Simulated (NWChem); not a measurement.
The numbers come from NWChem runs, not from measurements. System: HNP (+1), charge 1, spin multiplicity 1, at a geometry optimised with PBE0/def2-SVP. The structure started from a generated list of species. Level: TD-BHandHLYP/def2-SVPD.

Job file:

```
start mol
memory heap 200 mb stack 900 mb global 1100 mb
charge 1
geometry units angstroms nocenter noautoz
  N      0.000000     0.000000     1.096898
  P      0.000000     0.000000    -0.389794
  H      0.000000     0.000000    -1.831373
  symmetry group C2v
end
basis spherical
  * library def2-svpd
end
dft
  xc bhlyp
  semidirect memsize 60000000 filesize 0
  iterations 100
end
tddft
  rpa
  nroots 6
  notriplet
  thresh 1e-4
end
task tddft energy
```

Part of the output:

```
             Northwest Computational Chemistry Package (NWChem) 7.3.0
             --------------------------------------------------------

                                NWChem Input Module
                                -------------------

 Scaling coordinates for geometry "geometry" by  1.889725989
 (inverse scale =  0.529177249)

 Turning off AUTOSYM since
 SYMMETRY directive was detected!

                             Geometry "geometry" -> ""
                             -------------------------

 Output coordinates in angstroms (scale by  1.889725989 to convert to a.u.)

  No.       Tag          Charge          X              Y              Z
 ---- ---------------- ---------- -------------- -------------- --------------
    1 N                    7.0000     0.00000000     0.00000000     1.09689800
    2 P                   15.0000     0.00000000     0.00000000    -0.38979400
    3 H                    1.0000     0.00000000     0.00000000    -1.83137300

 Effective nuclear repulsion energy (a.u.)      44.1452072084

            Nuclear Dipole moment (a.u.)
            ----------------------------
        X                 Y               Z
 ---------------- ---------------- ----------------
     0.0000000000     0.0000000000     0.0000056692

      Symmetry information
      --------------------

 Group name             C2v
 Group number             16
 Group order               4
 No. of unique centers     3

      Symmetry unique atoms

     1    2    3


 Summary of "ao basis" -> "" (spherical)
 ------------------------------------------------------------------------------
       Tag                 Description            Shells   Functions and Types
 ---------------- ------------------------------  ------  ---------------------
 *                         def2-svpd                  on all atoms

                                 NWChem DFT Module
                                 -----------------

 Summary of "ao basis" -> "ao basis" (spherical)
 ------------------------------------------------------------------------------
       Tag                 Description            Shells   Functions and Types
 ---------------- ------------------------------  ------  ---------------------
 N                         def2-svpd                 8       20   4s2p2d
 P                         def2-svpd                10       24   5s3p2d
 H                         def2-svpd                 4        8   2s2p

 Summary of "ao basis" -> "ao basis" (spherical)
 ------------------------------------------------------------------------------
       Tag                 Description            Shells   Functions and Types
 ---------------- ------------------------------  ------  ---------------------
 N                         def2-svpd                 8       20   4s2p2d
 P                         def2-svpd                10       24   5s3p2d
 H                         def2-svpd                 4        8   2s2p

      Symmetry analysis of basis
      --------------------------

        a1         26
        a2          4
        b1         11
        b2         11

            General Information
            -------------------
          SCF calculation type: DFT
          Wavefunction type:  closed shell.
          No. of atoms     :     3
          No. of electrons :    22
           Alpha electrons :    11
            Beta electrons :    11
          Charge           :     1
          Spin multiplicity:     1
          Use of symmetry is: off; symmetry adaption is: on
[...]
     Transition Moments   YY -0.66685  YZ -0.00000  ZZ  0.00000
     Dipole Oscillator Strength                    0.0000000000
     Electric Quadrupole                           0.0000000117
     Magnetic Dipole                               0.0000000000
     Total Oscillator Strength                     0.0000000117

          sigma_e =   1.4475 Angstrom
          sigma_h =   1.1899 Angstrom
         |d_h->e| =   0.4844 Angstrom
            d_exc =   1.9343 Angstrom
            d_CD1 =   0.7421 Angstrom
            d_CD2 =  -0.8342 Angstrom
            d_CD3 =   2.4187 Angstrom
     Pearson C.C. =   0.0013

     Occ.   10  b2  ---  Virt.   13  b2  -0.70668 X
     Occ.   10  b2  ---  Virt.   13  b2  -0.05495 Y
     Occ.   10  b2  ---  Virt.   18  b2   0.05494 X
     Occ.   11  b1  ---  Virt.   14  b1   0.70668 X
     Occ.   11  b1  ---  Virt.   14  b1   0.05495 Y
     Occ.   11  b1  ---  Virt.   19  b1  -0.05494 X
  ----------------------------------------------------------------------------
  Root   3 singlet a2             0.170176200 a.u.                4.6307 eV
  ----------------------------------------------------------------------------
     Transition Moments    X -0.00000   Y -0.00000   Z  0.00000
     Transition Moments   XX -0.00000  XY -0.66685  XZ -0.00000
     Transition Moments   YY -0.00000  YZ  0.00000  ZZ  0.00000
     Dipole Oscillator Strength                    0.0000000000
     Electric Quadrupole                           0.0000000117
     Magnetic Dipole                               0.0000000000
     Total Oscillator Strength                     0.0000000117

          sigma_e =   1.4475 Angstrom
          sigma_h =   1.1899 Angstrom
         |d_h->e| =   0.4844 Angstrom
            d_exc =   1.9343 Angstrom
            d_CD1 =   0.7421 Angstrom
            d_CD2 =  -0.8342 Angstrom
            d_CD3 =   2.4187 Angstrom
     Pearson C.C. =   0.0013

     Occ.   10  b2  ---  Virt.   14  b1  -0.70668 X
     Occ.   10  b2  ---  Virt.   14  b1  -0.05495 Y
     Occ.   10  b2  ---  Virt.   19  b1   0.05494 X
     Occ.   11  b1  ---  Virt.   13  b2  -0.70668 X
     Occ.   11  b1  ---  Virt.   13  b2  -0.05495 Y
     Occ.   11  b1  ---  Virt.   18  b2   0.05494 X
  ----------------------------------------------------------------------------
  Root   4 singlet b1             0.183555043 a.u.                4.9948 eV
  ----------------------------------------------------------------------------
     Transition Moments    X -0.42820   Y  0.04313   Z -0.00000
     Transition Moments   XX -0.00000  XY  0.00000  XZ  0.02899
     Transition Moments   YY -0.00000  YZ -0.00293  ZZ  0.00000
     Dipole Oscillator Strength                    0.0226647672
     Electric Quadrupole                           0.0000000000
     Magnetic Dipole                               0.0000002666
     Total Oscillator Strength                     0.0226650339

          sigma_e =   1.5387 Angstrom
          sigma_h =   1.1930 Angstrom
         |d_h->e| =   1.0780 Angstrom
            d_exc =   2.2251 Angstrom
            d_CD1 =   1.4237 Angstrom
            d_CD2 =  -0.2879 Angstrom
            d_CD3 =   3.3031 Angstrom
     Pearson C.C. =   0.0006

     Occ.    8  a1  ---  Virt.   14  b1  -0.05122 X
     Occ.    9  a1  ---  Virt.   14  b1  -0.15043 X
     Occ.    9  a1  ---  Virt.   14  b1   0.07057 Y
     Occ.   10  b2  ---  Virt.   12  a1  -0.09885 X
     Occ.   11  b1  ---  Virt.   12  a1   0.98140 X
     Occ.   11  b1  ---  Virt.   12  a1  -0.05689 Y
     Occ.   11  b1  ---  Virt.   20  a1  -0.06187 X
  ----------------------------------------------------------------------------
  Root   5 singlet b2             0.183555044 a.u.                4.9948 eV
  ----------------------------------------------------------------------------
     Transition Moments    X -0.04313   Y -0.42819   Z  0.00000
     Transition Moments   XX -0.00000  XY  0.00000  XZ  0.00292
     Transition Moments   YY  0.00000  YZ  0.02905  ZZ  0.00000
     Dipole Oscillator Strength                    0.0226639354
     Electric Quadrupole                           0.0000000000
     Magnetic Dipole                               0.0000002667
     Total Oscillator Strength                     0.0226642021

          sigma_e =   1.5387 Angstrom
          sigma_h =   1.1930 Angstrom
         |d_h->e| =   1.0780 Angstrom
            d_exc =   2.2251 Angstrom
            d_CD1 =   1.4237 Angstrom
            d_CD2 =  -0.2879 Angstrom
            d_CD3 =   3.3031 Angstrom
     Pearson C.C. =   0.0006

     Occ.    8  a1  ---  Virt.   13  b2  -0.05121 X
     Occ.    9  a1  ---  Virt.   13  b2  -0.15043 X
     Occ.    9  a1  ---  Virt.   13  b2   0.07057 Y
     Occ.   10  b2  ---  Virt.   12  a1   0.98140 X
     Occ.   10  b2  ---  Virt.   12  a1  -0.05689 Y
     Occ.   10  b2  ---  Virt.   20  a1  -0.06187 X
     Occ.   11  b1  ---  Virt.   12  a1   0.09885 X
  ----------------------------------------------------------------------------
  Root   6 singlet b2             0.223388342 a.u.                6.0787 eV
  ----------------------------------------------------------------------------
     Transition Moments    X  0.00525   Y -0.28266   Z  0.00000
     Transition Moments   XX  0.00000  XY  0.00000  XZ  0.02110
     Transition Moments   YY  0.00000  YZ -1.13698  ZZ -0.00000
     Dipole Oscillator Strength                    0.0119029965
     Electric Quadrupole                           0.0000000768
     Magnetic Dipole                               0.0000048852
     Total Oscillator Strength                     0.0119079584

          sigma_e =   1.4627 Angstrom
          sigma_h =   1.3231 Angstrom
         |d_h->e| =   0.8487 Angstrom
            d_exc =   2.1389 Angstrom
            d_CD1 =   0.9883 Angstrom
            d_CD2 =  -0.5442 Angstrom
            d_CD3 =   2.9875 Angstrom
     Pearson C.C. =   0.0092

     Occ.    7  a1  ---  Virt.   13  b2   0.05029 X
     Occ.    9  a1  ---  Virt.   13  b2   0.98558 X
     Occ.    9  a1  ---  Virt.   18  b2  -0.07000 X
     Occ.   10  b2  ---  Virt.   12  a1   0.14400 X
     Occ.   10  b2  ---  Virt.   12  a1   0.05577 Y

              Target root =      1
          Target symmetry = none
      Ground state energy =   -396.031547397650
        Excitation energy =      0.150619639492
     Excited state energy =   -395.880927758158

  stored tddft:energy   -395.88092775815812

 Task  times  cpu:       26.4s     wall:       26.4s

 Total times  cpu:       26.5s     wall:       26.5s
```
